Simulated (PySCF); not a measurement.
[(OH)2Al]2O.
Structure used (PBE0-D3(BJ)/def2-SVP), in Å, numbered top down from 1:
```xyz
11
Al2H4O5 angstrom
Al     0.4144    1.3129    0.7402
O      1.2833    1.4683    2.1894
O     -0.0922    2.7242   -0.0505
O      0.0363   -0.1819    0.0599
Al    -0.4768   -1.4973   -0.8713
O     -1.7938   -2.4638   -0.4200
O      0.3100   -1.9699   -2.2957
H      1.6092    0.7364    2.7137
H      0.0869    3.6024    0.2880
H     -2.3318   -2.3129    0.3568
H      1.0525   -1.5040   -2.6797
```

Computed, not measured: PBE0-D3(BJ)/def2-SVP geometry optimisation, gas phase (PySCF 2.14.0).

(1) Which atoms are bound to Al1, and at what distances?

(2) List the angles at Al1.

(3) What is the shape at Al1?

(4) What are the other bond lengths?

(5) Give some angles away from the centre.

(6) What are the rotational constants (commonest isotopes, rigid rotor)?

Results:

(1) 3 atoms: O4 1.685 Å, O3 1.695 Å, O2 1.697 Å. The nearest atom not counted as bound is H9, at 2.36 Å.

(2) 
```
    angle  degrees  distance of the outer atoms (Å)
O2–Al1–O4    122.7                             2.97
O3–Al1–O4    118.9                             2.91
O2–Al1–O3    118.4                             2.91
```

(3) Planar: angles 122.7°, 118.9° and 118.4°, sum 360.0°, 0.00 Å off the plane of its three neighbours.

(4) O2–H8 and 3 like bonds 0.957 Å.

(5) Al1–O4–Al5 168.6°, O4–Al5–O6 122.2°, O6–Al5–O7 115.2°.

(6) A = 3328, B = 767.3, C = 727.3 MHz: a near-prolate asymmetric top.

Point group: C1 (no symmetry element, even within 0.4 Å). Charge 0, singlet. PBE0-D3(BJ)/def2-SVP frequencies: not computed here.

One conformer stands for the species.
